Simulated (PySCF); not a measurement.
A structure optimised at PBE-D3(BJ)/def2-SVP, used in a PySCF frequency run:

```
C
F 1 1.3503
F 1 1.3510 2 109.07
F 1 1.3621 2 106.79 3 115.95
C 1 1.4922 2 111.67 4 123.57
F 5 1.3303 1 116.56 2 -51.06
H 5 1.1015 6 116.77 1 156.00
```
Charge 0, spin multiplicity 2.

Write its SMILES and formula.

F[CH]C(F)(F)F, C2HF4

What are its rotational constants (standard atomic weights)?

5.3792, 2.7651, 2.7088 GHz
